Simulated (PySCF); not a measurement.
C₄H₁₂OSi, SMILES CCOC[SiH2]C. Atoms are numbered in the order given.

```xyz
18

C     -3.2636     0.2689    -0.0280
C     -1.8280     0.6897    -0.2735
O     -1.0847    -0.4459    -0.6549
C      0.2938    -0.1996    -0.8775
Si     1.3474    -0.2852     0.7157
C      3.1523     0.0955     0.3140
H     -3.6894    -0.1884    -0.9344
H     -3.8804     1.1374     0.2506
H     -3.3143    -0.4721     0.7845
H     -1.7796     1.4604    -1.0727
H     -1.4013     1.1542     0.6387
H      0.4499     0.7662    -1.4032
H      0.6549    -0.9826    -1.5677
H      0.8361     0.6879     1.7274
H      1.2206    -1.6549     1.2950
H      3.7820     0.0231     1.2150
H      3.2603     1.1141    -0.0927
H      3.5485    -0.6126    -0.4318
```

Coordinates come from a B3LYP-D3(BJ)/def2-SVP optimisation. The values are those of a single conformer.

Two levels are set side by side: PBE/pcSseg-1 (PySCF) and PBE0/pcSseg-1 (PySCF). GIAO shifts against H2O (¹⁷O), TMS (²⁹Si), TMS (¹H), TMS (¹³C) at the same level; non-relativistic, no solvent, atoms listed together averaged. Differences are taken from unrounded values.

```tsv
quantity	PBE0	PBE	PBE minus PBE0
δ(¹³C) of C1 (ppm)	19.7	20.0	0.3
δ(¹³C) of C2 (ppm)	71.1	74.4	3.3
δ(¹⁷O) of O3 (ppm)	21.4	38.5	17.1
δ(¹³C) of C4 (ppm)	63.0	66.5	3.4
δ(²⁹Si) of Si5 (ppm)	-51.6	-56.4	-4.9
δ(¹³C) of C6 (ppm)	-7.4	-7.9	-0.5
```

Rough cost on one machine, each run with all the roots and properties that it gave: PBE0 against PBE within a factor of 2.
